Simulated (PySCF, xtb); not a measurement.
GeHCl, SMILES [Cl][GeH] (connectivity only; charge and spin as stated), neutral, multiplicity 1.

xtb 6.7.1 with GFN2-xTB at its own geometry gives an orbital gap of 3.05 eV and a dipole moment of 2.24 D.

The structure is a stationary point at ωB97X-D3(BJ)/def2-TZVP.

Q: What does B3LYP/def2-TZVPD run with PySCF give? (An estimate is asked for; the answer gives what the named calculation found.)

A: gap 3.70 eV (levels -7.02 and -3.32 eV), dipole 1.75 D.
